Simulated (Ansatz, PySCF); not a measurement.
System: BI, charge 1, multiplicity 2. 
Geometry from a B3LYP-D3(BJ)/def2-TZVP (Ansatz, a first-principles code) optimisation:
SMILES: [I+][B]
```xyz
2

B      0.0000     0.0000    -1.7972
I      0.0000     0.0000     0.1695
```
Charge +1, spin multiplicity 2.

Total electronic energies in hartree. Valence correlation only, unless marked. UHF or UKS for open shells. No spin-orbit coupling. Frozen are the shells of the preceding noble gas and the d and f shells that filled before the atom's block. Past Kr the def2 sets carry scalar-relativistic core potentials. CBS marks a two-point X^-3 extrapolation of the correlation energy; Hartree-Fock from the larger set.

```csv
level,program,energy (Eh)
RI-HF/def2-QZVPP,Ansatz,-320.97338
PBE0-D4/def2-TZVPD,Ansatz + dftd4,[?]
M06-2X/def2-TZVPD,PySCF,[?]
HSE06/def2-TZVPD,Ansatz,-322.11460
CAM-B3LYP-D4/def2-TZVPD,Ansatz + dftd4,-322.12008
B2PLYP/def2-TZVPD,Ansatz,-321.84430
MP2/def2-TZVPPD,Ansatz,-321.15520
SCS-MP2/def2-TZVPP,Ansatz,-321.15114
"CCSD(T)/CBS(def2-TZVPPD,def2-QZVPPD)",Ansatz,-321.2231
```

### Question
What belongs in the gaps?

### Answer

- PBE0-D4/def2-TZVPD, energy (Eh): -322.11864
- M06-2X/def2-TZVPD, energy (Eh): -321.96229
